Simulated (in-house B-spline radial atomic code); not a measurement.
RPA and G0W0 for the magnesium ion Mg⁸⁺, [He] 2s2, as one setting changes: the highest l of the empty states. Start: r2SCAN. A dash marks a level of low quasi-particle weight. Computed with a B-spline radial code for spherical atoms: all electrons, non-relativistic, point nucleus, each spin shell either full or empty, empty states to the listed l with an (l + 1/2)⁻⁴ tail; G0W0 by contour deformation at full frequency.

```tsv
highest l of the empty states	RPA summed (Eh)	RPA extrapolated (Eh)	G0W0 level (eV)
2	-0.32596	-0.33599	2s -327.53
3	?	?	?
4	-0.33397	-0.33631	2s -327.53
5	-0.33496	-0.33633	2s -327.53
6	-0.33546	-0.33633	2s -327.53
7	-0.33575	-0.33633	2s -327.53
8	-0.33592	-0.33632	2s -327.53
9	?	?	?
10	-0.33609	-0.33629	2s -327.53
11	-0.33613	-0.33628	2s -327.53
```

What belongs in the row for 9?

RPA summed (Eh): -0.33602; RPA extrapolated (Eh): -0.3363; G0W0 level (eV): 2s -327.53.

What belongs in the row for 3?

RPA summed (Eh): -0.3318; RPA extrapolated (Eh): -0.33623; G0W0 level (eV): 2s -327.53.
